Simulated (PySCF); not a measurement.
**Removing an electron from `NC(=O)[SiH2][SiH3]`**

Species: CH₇NOSi₂.
Z-matrix (Å and degrees, PBE0-D3(BJ)/def2-SVP geometry), rows numbered from 1:
```
N 
C   1  1.3542
O   2  1.2182  1  123.25
Si  2  1.9344  1  119.64  3  -179.86
Si  4  2.3386  2  104.37  1   137.85
H   1  1.0098  2  121.94  3  -178.88
H   1  1.0151  2  118.81  3    -1.01
H   4  1.4951  2  107.21  1  -103.51
H   4  1.5012  2  112.59  1    14.63
H   5  1.4914  4  109.60  2    65.33
H   5  1.4962  4  110.56  2  -174.18
H   5  1.4947  4  108.92  2   -54.82
```

Level: CAM-B3LYP/def2-SVPD (PySCF). Frontier orbitals with their largest atomic shares (Löwdin; up to four atoms above 4 %):

```tsv
orbital	ε (eV)	main atoms
HOMO−3	-10.93	Si5 27 %, H10 19 %, Si4 18 %, H12 11 %
HOMO−2	-9.77	Si5 27 %, Si4 26 %, N1 14 %, C2 6 %
HOMO−1	-9.62	N1 33 %, O3 32 %, C2 10 %, Si4 7 %
HOMO	-8.62	?
LUMO	0.62	C2 24 %, Si4 20 %, O3 14 %, Si5 12 %
LUMO+1	0.80	Si4 29 %, H6 14 %, C2 9 %, H9 9 %
LUMO+2	1.15	Si5 30 %, Si4 27 %, H12 7 %, H9 6 %
```

Problem. What vertical ionisation energy does ΔSCF give, and how far is −ε(HOMO) from it?

Solution. ΔSCF: 9.34 eV (901 kJ/mol; threshold wavelength 133 nm); ⟨S²⟩ of the doublet left behind is 0.756, against 0.75 for a pure doublet. −ε(HOMO) is 8.62 eV, 0.72 eV below it. For the exact functional −ε(HOMO) would equal the first vertical ionisation energy; CAM-B3LYP (range-separated hybrid) falls short of its own ΔSCF value by 8 %.

Problem. On which atoms does the HOMO lie?

Solution. O3 (carbonyl oxygen) 57 %, C2 (carbonyl carbon) 17 %, Si4 (SiH2 silicon) 12 %, N1 (nitrogen bound to a carbonyl carbon) 7 %, so more than half of it is on one atom. The HOMO−1 lies 1.00 eV lower.

Problem. What kinetic energy would electrons from this vertical process carry with He II light (40.814 eV)?

Solution. 40.81 − 9.34 = 31.47 eV.

Problem. With α = 83.9 au, estimate the like-pair dispersion coefficient by London's formula C6 = (3/4)α²I.

Solution. I = 0.3432 Eh, so C6 ≈ 1810 au, a rough estimate.

Problem. Shift the occupied levels rigidly so that −ε(HOMO) equals the ΔSCF value. What binding energies result?

Solution. The shift is +0.72 eV: HOMO 9.34, HOMO−1 10.34, HOMO−2 10.49, HOMO−3 11.65 eV. A rigid shift is only a rough guide to the deeper ionisations.

Problem. How many of the 10 lowest singlet excitations (vertical TDDFT, same level) lie below the ionisation energy?

Solution. All 10; they run from 4.88 to 7.81 eV.

The structure is a single PBE0-D3(BJ)/def2-SVP conformer in the gas phase; no vibrational or solvent corrections.
